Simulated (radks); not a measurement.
Results of a calculation; reference values are marked as such.
Question: The mean radii <r> (bohr) of the occupied orbitals of an atom or ion are listed with their occupations. Level of theory: scalar-relativistic Kohn-Sham, r2SCAN, spin-polarised, spherical densities, finite nucleus; meta-GGA in the generalised Kohn-Sham scheme; Fermi nuclear charge, rms radius of each element as measured or else 0.836 A^(1/3) + 0.57 fm (a radial shooting solver on a logarithmic mesh with Libxc functionals).

orbital  occ.      <r>
1s up       1  0.01580
1s down     1  0.01580
2s down     1  0.06648
2s up       1  0.06648
2p up       3  0.06055
2p down     3  0.06055
3s up       1   0.1715
3s down     1   0.1715
3p up       3   0.1736
3p down     3   0.1736
3d up       5   0.1575
3d down     5   0.1575
4s up       1   0.3770
4s down     1   0.3770
4p up       3   0.4022
4p down     3   0.4022
4d up       5   0.4223
4d down     5   0.4223
5s up       1   0.8336
5s down     1   0.8341
4f up       7   0.4411
4f down     7   0.4411
5p up       3   0.9496
5p down     3   0.9498
5d up       5    1.241
5d down     5    1.226
6s up       1    2.213
6s down     1    2.138
6p up       3    2.985

Name the element and its charge. Open shells, if any, are filled with parallel spins first.

Answer: Z = 83, bismuth, charge 0: Bi in [Hg] 6p3. The 1s radius gives Z: for a bare nucleus <r> = (2 gamma + 1)/(2Z) with gamma = sqrt(1 - (Z/c)^2), 0.01561 bohr for Z = 83, and screening makes it slightly larger (0.01580 here). The occupations add up to 83, and the charge is Z minus that.
